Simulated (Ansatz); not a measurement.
`C=C[SiH2][S][AlH2]` + `OC[SeH]` → `C=C[Se]CO` + `[AlH2][S][SiH3]`  (substitution at a C–Si bond)

Gas-phase electronic energies from Ansatz, PBE0-D4/def2-TZVP geometries. CCSD(T)/CBS is the MP2 limit (def2-TZVPP, def2-QZVPP) plus CCSD(T) − MP2 in def2-TZVPP, frozen cores. For Se outer-core shells are correlated without core-valence functions, which leaves a few kJ/mol of doubt a bond. Scalar relativity is left out up to krypton. One conformer a species, not always the lowest.

| species | CCSD(T)/CBS(def2) energy (Eh) |
| --- | --- |
| `C=C[SiH2][S][AlH2]` | -1009.22274 |
| `OC[SeH]` | -2516.31855 |
| `C=C[Se]CO` | -2593.60585 |
| `[AlH2][S][SiH3]` | -931.92152 |

(1) Work out ΔE.

Largest T1 diagnostic among the species: 0.012.

Answers

(1) ΔE = (-2593.60585) + (-931.92152) − (-1009.22274) − (-2516.31855) = 0.01392 Eh = +0.38 eV.

From PBE to PBE0 (25 % exact exchange), in def2-TZVPP and without D4, ΔE moves by +0.04 eV. In def2-TZVPP, CCSD(T) changes the Hartree–Fock value by −0.04 eV (the triples alone add −0.01 eV) and MP2 by −0.06 eV. The D4 term adds +0.04 eV with B3LYP and +0.03 eV with PBE0; it sums over pairs of atoms, weighted by their polarisabilities, and B3LYP, whose exchange is more repulsive, gets the larger term.

B3LYP here is the variant with VWN-RPA as its local correlation; programs differ in this.
